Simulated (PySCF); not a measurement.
How PBE and PBE0 compare on the HOMO–LUMO gap of the Kohn–Sham levels of molecules with a metal or metalloid centre.

Values in eV, from PySCF. Where two bases are given, the first is that of PBE. PBE0 is a level with its own limits.

```tsv
system	basis	PBE	PBE0	PBE − PBE0
Ge(H)(Cl)2(Vi) singlet	def2-TZVP	5.21	7.40	-2.19
Si(Me)(OH)2(iPr) singlet	def2-SVP	6.14	8.42	-2.28
In(F)(OH)2 singlet	def2-TZVP	4.01	6.64	-2.63
Ge(H)2(OEt)(NH2) singlet	def2-TZVP	5.80	8.12	-2.33
B(Vi)(OMe)(NH2) singlet	def2-TZVP	4.92	7.06	-2.14
tetramethyldisiloxane singlet	def2-SVP	7.01	9.22	-2.21
Ge(H)(Vi)(OH)2 singlet	def2-TZVP	5.15	7.49	-2.34
Ga(All)(OH)2 singlet	def2-TZVP	4.56	6.55	-1.99
Ge(H)3(SH) singlet	def2-TZVP	5.13	7.28	-2.15
C[Si](C)(O)C[SiH2]N singlet	def2-SVP	5.71	8.07	-2.36
Si(H)3(Br) singlet	def2-TZVP	5.94	8.10	-2.16
Ge(OH)(NH2)3 singlet	def2-TZVP	5.27	7.64	-2.37
Sn(F)(Br)(NH2)2 singlet	def2-TZVP	3.99	6.33	-2.34
Si(Cl)2(OH)2 singlet	def2-TZVP	6.88	9.44	-2.56
C[SiH2]C[SiH2]C singlet	def2-SVP	7.36	9.46	-2.10
Mg(I)(GeH3) singlet	def2-TZVP	4.28	5.95	-1.67
Sn(Cl)3(GeH3) singlet	def2-TZVP	4.15	6.17	-2.02
[Cl][Ge]([Cl])([Cl])[c]1cc[c]([Ge]([Cl])([Cl])[Cl])cc1 singlet	def2-SVP	4.69	6.50	-1.81
Al(Me)(OMe)(OEt) singlet	def2-SVP	5.64	8.08	-2.44
Si(F)(OH)2(NH2) singlet	def2-TZVP	6.13	8.56	-2.44
Sn(Cl)2(NH2)2 singlet	def2-TZVP	3.99	6.35	-2.36
Ga(Et)(OMe)(NH2) singlet	def2-TZVP	4.74	7.00	-2.26
B(Me)(OMe)(SeH) singlet	def2-TZVP	5.25	7.31	-2.06
Sn(All)(OH)3 singlet	def2-TZVP	3.83	5.86	-2.03
```

The mean difference from PBE0 is -2.22 eV (median -2.24) and the mean absolute one 2.22 eV (median 2.24); PBE lies above in 0 and below in 24 of 24 cases. It is closest for Mg(I)(GeH3) singlet (-1.67), [Cl][Ge]([Cl])([Cl])[c]1cc[c]([Ge]([Cl])([Cl])[Cl])cc1 singlet (-1.81), Ga(All)(OH)2 singlet (-1.99) and furthest off for In(F)(OH)2 singlet (-2.63), Si(Cl)2(OH)2 singlet (-2.56), Si(F)(OH)2(NH2) singlet (-2.44).
